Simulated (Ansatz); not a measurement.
CH7AlN2 (`NC[NH][AlH2]`). The species carries charge 0 and has multiplicity 1.

Z-matrix (Å, degrees):
```
C
N 1 1.438
N 1 1.452 2 110.6
H 1 1.101 2 107.5 3 -125.1
H 1 1.098 2 111.4 3 118.4
Al 2 1.770 1 128.5 3 123.3
H 2 1.012 1 110.5 3 -54.5
H 3 1.013 1 111.0 2 172.2
H 3 1.013 1 110.3 2 -68.2
H 6 1.585 2 117.4 1 -0.7
H 6 1.583 2 117.8 1 179.5
```

Task: What are the harmonic wavenumbers in cm⁻¹ at PBE0-D4/def2-TZVP (Ansatz, finite differences of forces, unscaled)? (Estimate.)

Result: Computed: 93, 194, 240, 286, 438, 530, 592, 626, 733, 792, 838, 1003, 1049, 1169, 1214, 1304, 1400, 1446, 1519, 1640, 1931, 1940, 2974, 3014, 3516, 3580, 3608.

Task: Is this a minimum?

Result: Yes, all 27 modes are real.

Task: Give the ideal-gas thermochemistry at 298.15 K and 1 bar (rigid rotor, harmonic oscillator; point group C1, symmetry number 1).

Result: Zero-point energy 225.3 kJ/mol; H(298) − E = 244.2 kJ/mol; entropy 320.0 J/(mol·K), of which translation 162.5, rotation 105.8, vibration 51.7; G(298) − E = 148.8 kJ/mol. Modes under 100 cm⁻¹ are hindered rotations or soft bends, so the harmonic entropy is rough.
